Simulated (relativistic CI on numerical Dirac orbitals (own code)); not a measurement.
# Pd: computed level list

Calculated at this level of theory: Dirac-Coulomb-Breit CI, KLI orbitals optimised for each configuration, a model potential for QED, valence Slater integrals scaled by 0.85, P86 correlation estimate, and configurations built on the next ion tied to the tabulated ionisation energy (semi-empirical) (own radial code, finite nucleus).

Configurations in the expansion (outside the closed core [Kr]): 4d10, 4d9.5s, 4d8.5s2, 4d9.5p, 4d9.5d, 4d9.6s, 4d9.4f, 4d9.5f, 4d9.6p, 4d8.5s.5p, 4d9.6d, 4d9.5g, 4d9.6f, 4d9.6g, 4d8.5s.6s. Levels of other configurations are missing.

| No. | Configuration | Term | J | E (cm⁻¹) | % | Landé g | Lifetime (s) |
| --- | --- | --- | --- | --- | --- | --- | --- |
| 41 | 4d8(3F).5s<2F>.5p‡ | 3G° | 4 | 48746.5 | 63 | 1.062 | 2.91e-07 |
| 42 | 4d9.6s | 3D | 3 | 48877.6 | 99 | 1.334 | 2.22e-08 |
| 43 | 4d8(3F).5s<4F>.5p‡ | 3G° | 5 | 48989.1 | 89 | 1.208 | 9.77e-08 |
| 44 | 4d9.6s | 1D | 2 | 49169.9 | 51 | 1.079 | 2.42e-08 |
| 45 | 4d8(3F).5s<2F>.5p‡ | 3F° | 3 | 49733.3 | 39 | 1.118 | 1.95e-08 |
| 46 | 4d8(3F).5s<2F>.5p‡ | 3D° | 2 | 50476.7 | 54 | 1.052 | 1.15e-08 |
| 47 | 4d8(3F).5s<2F>.5p‡ | 3F° | 4 | 50512.9 | 84 | 1.243 | 2.08e-08 |
| 48 | 4d8(3F).5s<2F>.5p‡ | 3G° | 3 | 50620.0 | 52 | 1.014 | 1.67e-08 |
| 49 | 4d8(3F).5s<2F>.5p‡ | 3F° | 3 | 51424.9 | 35 | 1.062 | 1.41e-08 |
| 50 | 4d9.6s | 3D | 1 | 52177.8 | 98 | 0.498 | 2.20e-08 |
| 51 | 4d8(3F).5s<2F>.5p‡ | 3D° | 1 | 52291.4 | 78 | 0.667 | 9.41e-09 |
| 52 | 4d9.6s | 3D | 2 | 52395.2 | 51 | 1.087 | 2.41e-08 |
| 53 | 4d8(3F).5s<2F>.5p‡ | 3F° | 2 | 52683.1 | 61 | 0.846 | 1.42e-08 |
| 54 | 4d8(3P).5s<4P>.5p‡ | 5P° | 2 | 52943.9 | 66 | 1.646 | 5.54e-08 |
| 55 | 4d8(3P).5s<4P>.5p‡ | 5P° | 3 | 52967.2 | 68 | 1.537 | 1.45e-07 |
| 56 | 4d8(3F).5s<2F>.5p‡ | 1G° | 4 | 53342.9 | 64 | 1.066 | 7.14e-08 |
| 57 | 4d8(3P).5s<4P>.5p‡ | 5P° | 1 | 53939.4 | 84 | 2.252 | 7.45e-08 |
| 58 | 4d9.5d | 3S | 1 | 54099.4 | 64 | 1.766 | 1.21e-08 |
| 59 | 4d9.5d | 3G | 5 | 54296.5 | 100 | 1.200 | 1.27e-08 |
| 60 | 4d9.5d | 1G | 4 | 54314.5 | 52 | 1.024 | 1.30e-08 |
| 61 | 4d9.5d | 1P | 1 | 54318.2 | 49 | 0.973 | 1.39e-08 |
| 62 | 4d9.5d | 3P | 2 | 54331.3 | 69 | 1.389 | 1.26e-08 |
| 63 | 4d9.6p | 3P° | 2 | 54385.3 | 86 | 1.448 |  |
| 64 | 4d9.5d | 3D | 3 | 54451.9 | 81 | 1.281 | 1.33e-08 |
| 65 | 4d9.5d | 1D | 2 | 54508.1 | 55 | 0.991 | 1.37e-08 |
| 66 | 4d9.5d | 1F | 3 | 54515.7 | 53 | 1.002 | 1.33e-08 |
| 67 | 4d9.5d | 3F | 4 | 54532.6 | 88 | 1.223 | 1.37e-08 |
| 68 | 4d9.6p | 3D° | 3 | 54699.6 | 31 | 1.187 | 3.54e-08 |
| 69 | 4d9.6p | 3F° | 4 | 54844.1 | 95 | 1.250 | 3.57e-08 |
| 70 | 4d9.5d | 3P | 0 | 54961.8 | 59 |  | 1.32e-08 |
| 71 | 4d8(3F).5s<2F>.5p‡ | 1D° | 2 | 54977.3 | 27 | 1.162 | 1.61e-08 |
| 72 | 4d9.6p | 3F° | 3 | 54980.2 | 44 | 1.096 |  |
| 73 | 4d9.6p | 3P° | 1 | 55239.8 | 48 | 1.217 | 1.15e-08 |
| 74 | 4d9.6p | 3D° | 3 | 55243.5 | 35 | 1.216 | 1.73e-08 |
| 75 | 4d8(3F).5s<2F>.5p‡ | 1D° | 2 | 55799.4 | 35 | 1.090 | 1.03e-08 |
| 76 | 4d8(3P).5s<4P>.5p‡ | 5D° | 4 | 55983.2 | 71 | 1.398 | 9.97e-08 |
| 77 | 4d8(3P).5s<4P>.5p‡ | 5D° | 3 | 56506.5 | 52 | 1.335 | 3.16e-08 |
| 78 | 4d8(3P).5s<4P>.5p‡ | 5D° | 2 | 56814.1 | 40 | 1.117 | 2.54e-08 |
| 79 | 4d8(1D).5s<2D>.5p‡ | 3P° | 0 | 56934.4 | 63 |  | 2.57e-07 |
| 80 | 4d8(3P).5s<4P>.5p‡ | 5D° | 1 | 57264.9 | 50 | 1.252 | 5.39e-08 |
| 81 | 4d9.5d | 3P | 1 | 57520.1 | 41 | 1.565 | 1.27e-08 |
| 82 | 4d9.6p | 3P° | 0 | 57626.5 | 53 |  | 1.79e-07 |
| 83 | 4d9.5d | 3G | 3 | 57655.1 | 88 | 0.782 | 1.26e-08 |
| 84 | 4d9.5d | 3G | 4 | 57693.0 | 48 | 1.053 | 1.32e-08 |
| 85 | 4d9.5d | 3D | 1 | 57720.2 | 72 | 0.697 | 1.33e-08 |
| 86 | 4d9.5d | 3D | 2 | 57762.4 | 46 | 1.209 | 1.32e-08 |
| 87 | 4d9.5d | 3F | 3 | 57872.5 | 47 | 1.102 | 1.36e-08 |
| 88 | 4d9.5d | 3F | 2 | 57878.6 | 79 | 0.744 | 1.36e-08 |
| 89 | 4d9.6p | 3D° | 1 | 57942.9 | 36 | 0.964 | 4.58e-08 |
| 90 | 4d8(1D).5s<2D>.5p‡ | 3F° | 2 | 57967.4 | 28 | 1.048 | 2.58e-08 |
| 91 | 4d9.6p | 3F° | 2 | 58009.0 | 60 | 0.897 |  |
| 92 | 4d9.5d | 1S | 0 | 58130.6 | 53 |  | 1.28e-08 |
| 93 | 4d9.6p | 3F° | 3 | 58137.5 | 46 | 1.078 |  |
| 94 | 4d8(3P).5s<4P>.5p‡ | 5D° | 0 | 58201.4 | 35 |  | 2.34e-07 |
| 95 | 4d8(1D).5s<2D>.5p‡ | 3P° | 1 | 58237.0 | 35 | 1.335 | 1.46e-08 |
| 96 | 4d9.6p | 3F° | 2 | 58471.0 | 24 | 0.998 | 3.21e-08 |
| 97 | 4d8(1D).5s<2D>.5p‡ | 3P° | 1 | 58716.6 | 35 | 1.157 | 1.64e-08 |
| 98 | 4d8(1D).5s<2D>.5p‡ | 3D° | 2 | 58783.0 | 32 | 1.350 | 1.44e-08 |
| 99 | 4d8(1D).5s<2D>.5p‡ | 3F° | 3 | 58839.2 | 33 | 1.295 | 2.54e-08 |
| 100 | 4d9.6p | 3D° | 1 | 59026.1 | 37 | 0.730 | 1.00e-08 |
| 101 | 4d8(1D).5s<2D>.5p‡ | 3D° | 3 | 59448.0 | 43 | 1.272 | 2.34e-08 |
| 102 | 4d8(1D).5s<2D>.5p‡ | 3P° | 2 | 59579.2 | 35 | 1.451 | 1.52e-08 |
| 103 | 4d8(1D).5s<2D>.5p‡ | 3F° | 4 | 59867.0 | 72 | 1.293 | 8.85e-09 |
| 104 | 4d9.4f | 3P° | 0 | 60345.5 | 100 |  | 4.40e-08 |
| 105 | 4d9.4f | 3P° | 1 | 60348.6 | 76 | 1.370 |  |
| 106 | 4d9.4f | 3P° | 2 | 60364.5 | 40 | 1.260 |  |
| 107 | 4d9.4f | 3H° | 6 | 60367.5 | 100 | 1.167 |  |
| 108 | 4d9.4f | 1H° | 5 | 60368.4 | 54 | 1.015 |  |
| 109 | 4d9.4f | 3D° | 1 | 60369.9 | 57 | 0.733 |  |
| 110 | 4d9.4f | 3D° | 3 | 60390.0 | 60 | 1.217 |  |

Energies count from the lowest computed level; ° marks odd parity; lifetimes are radiative, by E1, M1, E2 decay to levels of this space only; some are left blank where a channel outside the calculation adds to the decay or the decay crosses a small, uncertain gap. Percentages are summed over parent terms; the parents shown are those of the largest component, closed shells are left out there, and <> holds an intermediate term. ‡ marks configurations that were not tied to measured data.

The mean weight of the leading LS term, summed over parents, in these 70 levels is 58 %, and that of the leading jj configuration (from the same eigenvectors) 62 %.

Configurations that consist of the next ion and one excited electron were tied to the tabulated ionisation energy; Rydberg ones are usually within 1,000 to 3,000 cm⁻¹ and the lowest ones within about 6,000 (9,000 in d shells), while levels on excited terms of the next ion carry the error of that term, and the other configurations can be misplaced by 10,000 cm⁻¹ or more. Rates follow the energies as ν³ (E1, M1) or ν⁵ (E2), so rates, branching and lifetimes can be off by large factors. The fine structure of a lone outer electron comes out too small, for d and f at times inverted, and misplaced configurations move strength between like terms. 19 of the 19 excited levels that our extract of the measured tables holds in this range could be paired (the sources list more); they are missed by 2455 cm⁻¹ on average and 6479 at most, and levels without a partner can miss by more.

LS names give the leading component of a level, which can be under half, so a name can repeat, a term be missing and a line seem to break the LS rules.
